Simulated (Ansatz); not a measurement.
A structure relaxed at PBE-D4/def2-SVP in Ansatz, charge 0, singlet:

```xyz
12

Cd   -2.684   -0.759    0.847
Cd    2.153   -1.466    3.214
Cd    3.126    2.037   -0.370
Cd    3.744    1.183    2.369
Cd    1.139    0.967   -2.075
Cd   -2.191   -0.104   -2.349
Se    1.193   -1.074   -0.077
Se   -4.321   -0.487   -1.022
Se   -1.123   -0.126    2.814
Se   -0.746   -2.167   -0.730
Se   -0.572    1.093   -3.878
Se    0.283    0.903    1.256
```

**Question.** Give its formula.

**Answer.** the cluster Cd₆Se₆.

**Question.** Summarise the bond lengths by kind (pairs closer than 1.2 times the sum of covalent radii, bridged metal pairs left out).

**Answer.** 8 × Cd–Se 2.49 to 2.99 Å; 3 × Cd–Cd 2.83 to 3.20 Å; 3 × Se–Se 2.32 to 2.55 Å.

In the def2 sets Cd takes a core potential; there is no spin–orbit coupling. Another isomer (singlet) lies 0.16 eV lower at PBE-D4/def2-SVP; other spin states weren't run for this one.
